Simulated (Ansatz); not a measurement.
GaCl2I (GaICl2). Charge 0, multiplicity 3. Geometry PBE0-D4/def2-SVP, that of the neutral singlet.

```xyz
4

Ga   -0.0346   -0.0013    0.0537
Cl    0.8713    0.3097    1.9548
Cl   -2.1327   -0.3571   -0.0003
I     1.2960    0.0487   -2.0081
```

In the def2 sets I takes a core potential; there is no spin–orbit coupling. At PBE0-D4/def2-TZVP a singlet of charge 0 lies 4.59 eV below the triplet at the same geometry.

Estimate the α-spin orbital energies around the gap (eV) in Ansatz with PBE-D4/def2-TZVP, r2SCAN-D4/def2-TZVP, PBE0-D4/def2-TZVP.


```tsv
orbital	PBE-D4/def2-TZVP	r2SCAN-D4/def2-TZVP	PBE0-D4/def2-TZVP
HOMO−5	-8.55	-8.93	-10.05
HOMO−4	-8.21	-8.45	-9.30
HOMO−3	-8.01	-8.39	-9.19
HOMO−2	-7.97	-8.20	-8.92
HOMO−1	-7.95	-8.18	-8.83
HOMO	-3.18	-3.33	-3.97
LUMO	-2.39	-2.47	-1.70
LUMO+1	0.12	0.39	0.72
LUMO+2	0.51	0.97	1.25
LUMO+3	1.33	1.80	1.83
LUMO+4	2.58	3.09	3.02
LUMO+5	2.70	3.17	3.25
β HOMO	-7.70	-7.92	-8.66
β LUMO	-7.45	-7.53	-7.03
```
